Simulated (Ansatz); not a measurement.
**Worked example: vertical energy of the triplet above the singlet of C2H5GeN (SMILES C1=[N][GeH2][CH2]1)**

The species is C2H5GeN (9 atoms), meant as a singlet with charge 0. As SMILES, `C1=[N][GeH2][CH2]1`. The coordinates come from a PBE0-D4/def2-TZVP relaxation.

Both states at this one shape; open shells run unrestricted unless said. 1 Eh = 27.2114 eV.

```tsv
level	program	singlet C2H5GeN (Eh)	triplet C2H5GeN (Eh)
HF/3-21G	Ansatz	-2197.640925	-2197.527879
B3LYP/6-31G* (spherical functions)	Ansatz	-2210.676975	-2210.526620
BHLYP/def2-SVP	Ansatz	-2210.452677	-2210.311308
CAM-B3LYP/def2-SVP	Ansatz	-2210.605421	-2210.460219
```

**Question.** Work out the vertical gap, second state less first, at each level.

**Answer.** 
1. HF/3-21G: -2197.527879 − (-2197.640925) = 0.113046 Eh = 3.08 eV.
2. B3LYP/6-31G* (spherical functions): -2210.526620 − (-2210.676975) = 0.150355 Eh = 4.09 eV.
3. BHLYP/def2-SVP: -2210.311308 − (-2210.452677) = 0.141369 Eh = 3.85 eV.
4. CAM-B3LYP/def2-SVP: -2210.460219 − (-2210.605421) = 0.145202 Eh = 3.95 eV.

No measured value is set beside it here; the levels span 3.08 to 4.09 eV. Hartree–Fock favours the state with fewer electron pairs, since it lacks pair correlation. All-electron rows are non-relativistic unless named.
